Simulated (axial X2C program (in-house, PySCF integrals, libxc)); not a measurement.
Potential curves of AlCo, scalar-relativistic

Calculated with an in-house relativistic program for diatomic molecules. Spin-free means the one-electron spin-free X2C Hamiltonian. Basis: Co dyall-cv3z [9s10p6d3f2g], Al dyall-v3z [8s8p2d1f] (cores contracted in-house); Gaussian nuclei, density fitting, unrestricted open shells. Masses: Co 58.933 u, Al 26.982 u.

State: M_S = 1, Λ = 2 (beyond evenly filled blocks: σα, δ+α, δ+β, δ-α). Energies in eV from the fragments at the same level (Co + Al). Fits are polynomials in 1 − R0/R over 0.85 to 1.23 times the lowest point R0.

```json
{"R (Å)": "2.1071", "PBE0": "-1.3724", "r2SCAN0": "-0.8997"}
{"R (Å)": "2.2040", "PBE0": "-1.6014", "r2SCAN0": "-1.1245"}
{"R (Å)": "2.2767", "PBE0": "-1.7001", "r2SCAN0": "-1.2193"}
{"R (Å)": "2.3493", "PBE0": "-1.7508", "r2SCAN0": "-1.2659"}
{"R (Å)": "2.4220", "PBE0": "-1.7644", "r2SCAN0": "-1.2750"}
{"R (Å)": "2.5068", "PBE0": "-1.7443", "r2SCAN0": "-1.2500"}
{"R (Å)": "2.5915", "PBE0": "-1.6953", "r2SCAN0": "-1.1964"}
{"R (Å)": "2.7005", "PBE0": "-1.6029", "r2SCAN0": "-1.0989"}
{"R (Å)": "2.8337", "PBE0": "-1.4610", "r2SCAN0": "-0.9522"}
{"R (Å)": "3.0275", "PBE0": "-1.2276", "r2SCAN0": "-0.7160"}
```

The state is a single determinant with fixed occupations, the lowest that a limited PBE0 search found. De is counted from the lowest determinant-based energies of the atoms at the same level, without counterpoise correction. Other states lie close and PBE0, whose exact exchange favours high spin, may order them wrongly; the determinant shown need not be the ground state. The nearest other spin-free determinant of the search, M_S = 1, Λ = 3, lies 0.26 eV up at the distance of the search. The functionals have no current-density term, which raises determinants with orbital currents, atoms included. The determinant is spin-polarised beyond a pure state at some levels (its spin-free form has ⟨S²⟩ too high), which makes Re and μ there less reliable.

**Question.** What are Re, ωe and De at the PBE0 level?

**Answer.** At PBE0, spin-free: Re = 2.417 Å, ωe ≈ 285 cm⁻¹, De = 1.76 eV to Co + Al; Be follows as 0.156 cm⁻¹.

**Question.** Fit the r2SCAN0 curve near its minimum: give the equilibrium distance, the harmonic wavenumber and the well depth.

**Answer.** At r2SCAN0, spin-free: Re = 2.406 Å, ωe ≈ 291 cm⁻¹, De = 1.28 eV to Co + Al; Be follows as 0.157 cm⁻¹.
